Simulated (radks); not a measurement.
The numbers below are computed, except where a source is named.
Question: The terbium ion Tb+, 64 electrons, occupied as [Xe] 4f9 6s1. Level of theory: Dirac Kohn-Sham, PBE, spin-unpolarised, spherical densities, finite nucleus; open shells are shared between the two j in proportion to 2j + 1; Fermi nuclear charge, rms radius 5.06 fm (a radial shooting solver on a logarithmic mesh with Libxc functionals). Some entries of the table are withheld. Estimate them.

| orbital | occ. | eigenvalue (eV) | <r> (bohr) | <1/r> (bohr^-1) |
|---|---|---|---|---|
| 1s1/2 | 2 | -51801.87 | 0.02151 | 73.09 |
| 2s1/2 | 2 | -8588.150 | 0.09096 | 17.47 |
| 2p1/2 | 2 | -8162.206 | 0.07589 | 17.45 |
| 2p3/2 | 4 | -7415.630 | 0.08284 | 15.35 |
| 3s1/2 | 2 | -1909.677 | 0.2389 | (1) |
| 3p1/2 | 2 | (2) | 0.2286 | 6.293 |
| 3p3/2 | 4 | (3) | 0.2418 | 5.760 |
| 3d3/2 | 4 | -1250.757 | (4) | 5.640 |
| 3d5/2 | 6 | -1217.130 | (5) | 5.508 |
| 4s1/2 | 2 | -383.2752 | 0.5414 | (6) |
| 4p1/2 | 2 | -310.6384 | 0.5528 | 2.556 |
| 4p3/2 | 4 | -276.3363 | 0.5829 | 2.374 |
| 4d3/2 | 4 | -156.7051 | 0.6177 | 2.153 |
| 4d5/2 | 6 | -150.5099 | 0.6284 | 2.108 |
| 5s1/2 | 2 | -53.8027 | 1.327 | 1.003 |
| 5p1/2 | 2 | -34.3188 | (7) | 0.8787 |
| 5p3/2 | 4 | -29.9403 | (8) | 0.8138 |
| 4f5/2 | 3.85714 | -9.8126 | 0.8922 | 1.520 |
| 4f7/2 | 5.14286 | -9.0271 | 0.9119 | 1.496 |
| 6s1/2 | 1 | -8.7365 | 3.765 | 0.3339 |

Answer: 
(1) 3s1/2 <1/r> (bohr^-1): 6.377
(2) 3p1/2 eigenvalue (eV): -1724.338
(3) 3p3/2 eigenvalue (eV): -1570.212
(4) 3d3/2 <r> (bohr): 0.2141
(5) 3d5/2 <r> (bohr): 0.2182
(6) 4s1/2 <1/r> (bohr^-1): 2.664
(7) 5p1/2 <r> (bohr): 1.499
(8) 5p3/2 <r> (bohr): 1.602
